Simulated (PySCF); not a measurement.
**Vertical excitation energies**

Species: C₁₁H₁₂Se.
SMILES: `Cc1cc2[se]ccc2c(C)c1C`

The calculation used TDDFT PBE0/def2-SVPD, vertical, gas phase, core orbitals frozen in the response (PySCF). Isolated species at its PBE0-D3(BJ)/def2-SVP geometry, gas phase. Relativistic effects, spin–orbit coupling among them, are left out although an element past zinc is present.

```tsv
state	E (eV)	E (kJ/mol)	λ (nm)	f	|μ| (D)	main configurations (H = HOMO, L = LUMO)
S1	4.41	425	281.3	0.089	2.31	H→L (75%), H-1→L+1 (11%)
S2	4.60	444	269.3	0.0001	0.06	H→L+2 (95%)
S3	4.75	459	260.8	0.019	1.03	H→L+1 (56%), H-1→L (29%), H→L (12%)
S4	5.25	506	236.4	0.024	1.09	H-1→L+2 (89%)
S5	5.25	507	236.1	0.250	3.54	H-1→L (51%), H→L+1 (28%)
S6	5.54	534	223.9	0.326	3.94	H-1→L+1 (67%)
S7	5.67	547	218.5	0.0011	0.22	H→L+3 (87%)
S8	5.90	569	210.2	0.012	0.74	H→L+4 (90%)
S9	5.97	576	207.6	0.025	1.05	H-2→L (60%), H→L+6 (22%), H→L+5 (9%)
S10	6.09	587	203.7	0.0036	0.40	H→L+5 (75%), H→L+6 (12%)
```

Triplets, Tamm–Dancoff:

```tsv
state	E (eV)	λ (nm)	main configurations (H = HOMO, L = LUMO)
T1	3.25	381.7	H→L (72%), H-1→L (16%)
T2	3.86	321.1	H→L+1 (38%), H-1→L (23%), H→L (18%)
T3	3.94	314.6	H-1→L (54%), H→L+1 (34%)
T4	4.32	286.8	H→L+2 (89%)
```

The lowest singlet lies at 4.41 eV (281 nm, ultraviolet) and is of moderate strength; its leading configuration is HOMO→LUMO (75%). The most intense listed level is S6 at 5.54 eV (224 nm, f = 0.326), 1.13 eV above S1. S4/S5 lie within about 0.01 eV of each other. Löwdin shares by element: HOMO carbon 36% or more, selenium 28% (atoms not listed hold the other 37%); LUMO carbon 46% or more, selenium 10% (atoms not listed hold the other 44%). The oscillator strengths of these states sum to 0.749; summed over the whole spectrum of an exact calculation they would give the number of electrons, 112 (Thomas–Reiche–Kuhn). Of the 10 states listed, 7 reach f = 0.01 and 1 stays under 0.0005. Weighted by f, the mean energy of these states is 5.30 eV. Only the lowest 10 singlets were computed, as vertical energies without vibronic structure.
